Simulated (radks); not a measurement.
Radial electron density D(r) = 4 pi r^2 rho(r) of an atom or ion with 53 electrons. Calculated with a radial shooting solver on a logarithmic mesh with Libxc functionals: Dirac Kohn-Sham, PBEsol, spin-unpolarised, spherical densities, finite nucleus; Fermi nuclear charge, rms radius of each element as measured or else 0.836 A^(1/3) + 0.57 fm.

r (bohr),D(r) (e/bohr)
0.002314,8.578
0.002694,10.89
0.003137,13.72
0.003652,17.17
0.004251,21.28
0.004949,26.09
0.005761,31.61
0.006707,37.76
0.007808,44.37
0.00909,51.16
0.01058,57.73
0.01232,63.56
0.01434,68.08
0.0167,70.79
0.01944,71.37
0.02263,69.89
0.02634,67.00
0.03067,63.89
0.0357,62.18
0.04156,63.39
0.04838,68.27
0.05633,76.12
0.06557,84.58
0.07634,90.26
0.08887,90.25
0.1035,84.02
0.1214,73.96
0.1413,66.58
0.1645,65.65
0.1916,70.82
0.223,76.40
0.2596,75.05
0.3022,63.68
0.3518,46.45
0.4096,31.81
0.4768,25.70
0.5551,27.03
0.6462,29.68
0.7523,28.42
0.8758,22.75
1.02,15.68
1.187,10.20
1.382,7.196
1.609,5.813
1.873,4.871
2.18,3.763
2.538,2.517
2.955,1.418
3.44,0.6606
4.005,0.2522
4.662,0.07772
5.427,0.01868
6.318,0.003350
7.355,0.0004287

What is the nuclear charge?

Answer. Z = 54. The innermost maximum, from 1s, lies near gamma/Z bohr with gamma = sqrt(1 - (Z/c)^2) = 0.919, here 0.017 bohr (found: 0.0187), and its height grows with Z. The density is that of the xenon ion Xe+ in [Kr] 4d10 5s2 5p5; the configuration itself is not fixed sharply by these data, and Z only to a few units. D(r) has 4 maxima, at r = 0.0187, 0.0827, 0.236, 0.673 bohr, and minima at 0.0366, 0.156, 0.492 bohr, inside which lie 2.03, 11.21, 28.96 electrons.
